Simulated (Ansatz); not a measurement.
Computed with Ansatz on PBE0-D4/def2-TZVP structures; ΔE is electronic, products minus reactants. CBS: MP2 limit from def2 TZ/QZ plus the TZ coupled-cluster correction, frozen cores. This one scheme is used for every species. Functionals use def2-TZVPP. No spin–orbit coupling; open shells (•) take unrestricted orbitals. For Ga outer-core shells are correlated without core-valence functions, which leaves a few kJ/mol of doubt a bond. Scalar relativity is left out up to krypton. One conformer a species, not always the lowest.

Consider the homolysis of the C–Ga bond: `[CH3][Ga]([NH2])[OH]` → `[CH3]`• + `[NH2][Ga][OH]`•.

CCSD(T)/CBS gives +363.2 kJ/mol.

**Question.** Another level gave +320.9 kJ/mol. Which?
A. MP2/def2-TZVPP
B. CAM-B3LYP-D4/def2-TZVPP
C. BLYP-D4/def2-TZVPP
D. CAM-B3LYP/def2-TZVPP

**Answer.** C. BLYP-D4 320.9, CAM-B3LYP-D4 340.8, MP2/def2-TZVPP 359.8, CAM-B3LYP 334.9 kJ/mol.

Largest T1 diagnostic among the species: 0.016.

Leaving LDA and LC-ωPBE aside and taking each functional with its dispersion term where it has one, the values, not all of them listed here, spread over 36.1 kJ/mol, from BLYP-D4 to ωB97X-V. LDA lies +68.0 kJ/mol from PBE without D4, its usual overbinding. The D4 term adds +10.3 kJ/mol with B3LYP and +5.7 kJ/mol with PBE0; it sums over pairs of atoms, weighted by their polarisabilities, and B3LYP, whose exchange is more repulsive, gets the larger term.

B3LYP here is the variant with VWN-RPA as its local correlation; programs differ in this.
